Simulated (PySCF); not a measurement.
**Working out the excitation energy of Be**

Be [He] 2s2 (1S) → Be [He] 2p2 (3P). Calculation: PySCF 2.14, in aug-cc-pCVTZ; the non-relativistic Hamiltonian (point nucleus). Frozen: nothing. Energies in hartree (1 hartree = 27.21139 eV):

```tsv
part	Be (lower)	Be (upper)
UHF	-14.572876	-14.336009
CCSD correlation	-0.089050	-0.053349
(T)	-0.000445	-0.000081
```

What does Hartree-Fock give?

(-14.336009) − (-14.572876) = 0.236867 hartree = 6.445 eV.

What do CCSD and CCSD(T) give?

The CCSD correlation energies differ by 0.035701 hartree = 0.971 eV and the triples by 0.000364 hartree = 0.010 eV, so CCSD gives 7.416 eV and CCSD(T) 7.426 eV.

Measured between the centres of the two terms (NIST): 7.401 eV, so CCSD(T) (valence and next inner shell) is off by 0.025 eV.

What remains against the reference includes basis incompleteness and higher excitations.
